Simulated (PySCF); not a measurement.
Identify the unknown among the candidates.

All candidates are C4H8F2O2.

* NMR, other nuclei: isotropic shieldings of nuclei other than C and H, by class: 257 (2 O), 311 (1 F), 427 (1 F) ppm [GIAO B97-2/pcSseg-1]
* 13C NMR: chemical shifts (computed TMS as zero) by class: 117.6 (1 C), 86.7 (1 C), 50.9 (2 C) ppm [GIAO B97-2/pcSseg-1]
* Rotational structure: rotational constants A, B, C: 2.961, 1.698, 1.381 GHz [PBE0-D3(BJ)/def2-SVP]
* XPS: C1s 292.4 (×2), C1s 293.4, C1s 295.9, O1s 539.1 (×2), F1s 692.4, F1s 692.9 eV [ΔSCF SCAN, pcX-2 on the ionised atom, pcseg-1 elsewhere, spin-free X2C]
* Couplings: largest of the computed one-bond spin–spin couplings (means over like bonds): 19F–13C -308.6, 19F–13C -240.0, 13C–1H +158.6 (×2), 13C–1H +150.5 (×6), 13C–13C +68.9, 17O–13C +25.1 (×2), 17O–13C +21.7 (×2) Hz [B3LYP/pcJ-1, spin–dipole term left out for some pairs]
* UV, first state: lowest singlet excitation: 8.06 eV (154 nm, f = 0.002) [TDDFT CAM-B3LYP/def2-SVPD]
* Dipole: 1.42 D [CAM-B3LYP/def2-SVPD]

The electronic properties come from PySCF, for the isolated species, density fitting. Levels stand in brackets. Isolated species at its PBE0-D3(BJ)/def2-SVP geometry (one conformer only). NMR classes are plain means over equivalent atoms (diastereotopic ones count apart unless rotation or inversion swaps them), as if these changed places fast.

Question: Which candidate is it?
A. `COC(OC)C(F)F`
B. `COC(F)(CF)OC`
C. `CO[C@H](CF)OCF`
D. `COC[C@H](F)OCF`
E. `CCOC(F)(F)OC`

Answer: B. It is `COC(F)(CF)OC`. Numbering: `[CH3:1][O:2][C:3]([F:4])([CH2:5][F:6])[O:7][CH3:8]`. Its formula, C4H8F2O2, gives 0 degrees of unsaturation, so no ring and no π bond. 4 carbons fall into 3 classes; from least to most shielded: sp3 carbon bearing two oxygens [C3] (117.6 ppm), sp3 C–F carbon [C5] (86.7 ppm), methoxy carbon [C1/C8] (50.9 ppm, 2 C, up to 5.1 ppm apart in this geometry). The other shieldings belong to: 257 ppm, ether oxygen [O2/O7]; 311 ppm, alkyl fluorine [F4]; 427 ppm, alkyl fluorine [F6]. The couplings run between: -308.6 Hz, alkyl fluorine [F4] and sp3 carbon bearing two oxygens [C3]; -240.0 Hz, alkyl fluorine [F6] and sp3 C–F carbon [C5]; +158.6 Hz, sp3 C–F carbon [C5] and its hydrogen (with 1 like pair); +150.5 Hz, methoxy carbon [C1] and its hydrogen (with 5 like pairs); +68.9 Hz, sp3 carbon bearing two oxygens [C3] and sp3 C–F carbon [C5]; +25.1 Hz, ether oxygen [O2] and sp3 carbon bearing two oxygens [C3] (with 1 like pair); +21.7 Hz, ether oxygen [O2] and methoxy carbon [C1] (with 1 like pair). The core levels belong to: C1s 292.4 eV, methoxy carbon [C1/C8]; C1s 293.4 eV, sp3 C–F carbon [C5]; C1s 295.9 eV, sp3 carbon bearing two oxygens [C3]; O1s 539.1 eV, ether oxygen [O2/O7]; F1s 692.4 eV, alkyl fluorine [F4]; F1s 692.9 eV, alkyl fluorine [F6]. One atom of each topological class was ionised and stands for its class. The optimised geometry has point group C1 and is an asymmetric top.

The others, at the same levels:
- `COC[C@H](F)OCF` fails: it has 4 carbon classes against 3; its computed 13C shifts are 109.2 (1 C), 98.5 (1 C), 73.2 (1 C), 60.1 (1 C) ppm, core binding energies are C1s 292.3, C1s 292.5, C1s 294.7, C1s 295.0, O1s 538.7, O1s 539.7, F1s 692.7, F1s 693.0 eV and lowest singlet excitation is 7.55 eV (164 nm, f = 0.008) (against 8.06 eV).
- `CO[C@H](CF)OCF` fails: it has 4 carbon classes against 3; its computed 13C shifts are 96.9 (1 C), 96.2 (1 C), 87.9 (1 C), 58.1 (1 C) ppm, core binding energies are C1s 292.5, C1s 293.3, C1s 294.0, C1s 294.7, O1s 538.8, O1s 539.4, F1s 692.7, F1s 692.8 eV and lowest singlet excitation is 7.76 eV (160 nm, f = 0.006) (against 8.06 eV).
- `CCOC(F)(F)OC` fails: it has 4 carbon classes against 3; its computed 13C shifts are 127.2 (1 C), 62.3 (1 C), 52.3 (1 C), 18.4 (1 C) ppm, core binding energies are C1s 291.0, C1s 292.7, C1s 292.7, C1s 298.3, O1s 539.4, O1s 539.6, F1s 693.1 (×2) eV and lowest singlet excitation is 8.60 eV (144 nm, f = 0.023) (against 8.06 eV).
- `COC(OC)C(F)F` fails: its computed 13C shifts are 117.2 (1 C), 103.4 (1 C), 56.2 (2 C) ppm, core binding energies are C1s 292.5 (×2), C1s 294.0, C1s 295.6, O1s 539.0 (×2), F1s 693.3 (×2) eV and lowest singlet excitation is 7.69 eV (161 nm, f = 0.026) (against 8.06 eV).

Each candidate is one conformer, not necessarily the lowest. The conformers computed, where there is a choice (atom-mapped SMILES and torsion angles):
- `[CH3:1][O:2][C:3]([F:4])([CH2:5][F:6])[O:7][CH3:8]`: C1–O2–C3–F4 -54°, O2–C3–C5–F6 -63°, O2–C3–O7–C8 51°
- `[CH3:1][O:2][CH2:3][C@H:4]([F:5])[O:6][CH2:7][F:8]`: C1–O2–C3–C4 85°, O2–C3–C4–F5 -66°, C3–C4–O6–C7 -164°, C4–O6–C7–F8 75°
- `[CH3:1][O:2][C@H:3]([CH2:4][F:5])[O:6][CH2:7][F:8]`: C1–O2–C3–C4 -93°, O2–C3–C4–F5 65°, O2–C3–O6–C7 -63°, C3–O6–C7–F8 -71°
- `[CH3:1][CH2:2][O:3][C:4]([F:5])([F:6])[O:7][CH3:8]`: C1–C2–O3–C4 95°, C2–O3–C4–F5 57°, O3–C4–O7–C8 -57°
- `[CH3:1][O:2][CH:3]([O:4][CH3:5])[CH:6]([F:7])[F:8]`: C1–O2–C3–O4 63°, O2–C3–O4–C5 -156°, O2–C3–C6–F7 168°

One-bond C–F couplings are unscaled; at this level they come out some 30 % too large in size.
